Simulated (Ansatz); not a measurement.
Consider the ligand exchange at a B–O bond: `BOCC(F)(F)F` + `FC([SiH3])S` → `BSC(F)[SiH3]` + `OCC(F)(F)F`.

Program: Ansatz. Geometries: PBE0-D4/def2-TZVP. ΔE: electronic, gas phase. CCSD(T)/CBS is the MP2 limit (def2-TZVPP, def2-QZVPP) plus CCSD(T) − MP2 in def2-TZVPP, frozen cores. DFT in def2-TZVPP. One conformer a species, not always the lowest.

| level | ΔE (kJ/mol) | difference from CCSD(T)/CBS |
| --- | --- | --- |
| revPBE-D4 | 37.1 | -8.7 |
| PBE0-D4 | 40.3 | -5.5 |
| r2SCAN0-D4 | 43.6 | -2.2 |
| BHLYP-D4 | 52.3 | 6.5 |
| ωB97M-V | 48.7 | 2.9 |
| PBE | 38.9 | -6.9 |
| revPBE | 37.1 | -8.7 |
| PBE0 | 40.7 | -5.1 |
| HF/def2-SVP | 62.6 | 16.8 |
| MP2/def2-SVP | 56.6 | 10.8 |
| CCSD/def2-SVP | 59.1 | 13.3 |
| SCS-MP2/def2-TZVPP | 49.5 | 3.7 |
| CCSD/def2-TZVPP | 50.0 | 4.2 |
| CCSD(T)/def2-TZVPP | 47.6 | 1.8 |
| SCS-MP2/def2-QZVPP | 48.9 | 3.1 |
| HF/CBS(def2) | 60.5 | 14.7 |
| CCSD(T)/CBS | 45.8 | 0 |

Largest T1 diagnostic among the species: 0.014.

Leaving LDA and LC-ωPBE aside and taking each functional with its dispersion term where it has one, the values, not all of them listed here, spread over 17.0 kJ/mol, from revPBE-D4 to CAM-B3LYP-D4. LDA lies +5.5 kJ/mol from PBE without D4. From BLYP to BHLYP (50 % exact exchange), in def2-TZVPP and without D4, ΔE moves by +4.7 kJ/mol.

CCSD(T)/CBS has its own doubt, a few kJ/mol and more with outer-core shells, so smaller differences from it don't rank the levels.
